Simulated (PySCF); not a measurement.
Si(F)(OH) (FHOSi), SMILES O[Si]F (connectivity only; charge and spin as stated), neutral, multiplicity 1. Geometry: B3LYP-D3(BJ)/def2-TZVP. The values are those of a single conformer.

Level of theory: PySCF with B3LYP-D3(BJ)/def2-TZVP.

Harmonic wavenumbers (cm⁻¹): 318, 496, 734, 819, 887, 3787. Rotational constants (GHz): 27.19, 8.787, 6.641; symmetry number 1.

### Question
Work out the zero-point energy and the ideal-gas rigid-rotor harmonic-oscillator thermochemistry at 298.15 K and 1 atm.

### Answer
ZPE = ½ Σ hcν = ½ × 7042 cm⁻¹ = 10.07 kcal/mol. H − E(el) = 12.97 kcal/mol. Entropy in cal/(mol K): translation 38.39, rotation 22.83, vibration 2.59, total 63.82. G − E(el) = -6.05 kcal/mol. Cp = 12.75 cal/(mol K).
